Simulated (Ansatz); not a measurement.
CH₆O₃Sn, SMILES [CH3][Sn]([OH])([OH])[OH] (connectivity only; charge and spin as stated), charge +1, multiplicity 2.

Geometry optimised at B3LYP-D3(BJ)/def2-SVP. The def2 effective core potentials stand for the cores of Sn; spin–orbit coupling is left out. Other conformers were not sampled.

Two levels are set side by side: PBE/def2-TZVPD (Ansatz, a first-principles code) and PBE0/def2-TZVPD (Ansatz). Energy differences of separate SCF runs at the same geometry; the states with an electron removed or added have multiplicity 1 and 1. Differences are taken from unrounded values.

| quantity | PBE0 | PBE | PBE minus PBE0 |
|---|---|---|---|
| vertical ionisation energy (eV) | 16.13 | 15.44 | -0.69 |
| vertical electron affinity (eV) | 8.93 | 8.74 | -0.19 |
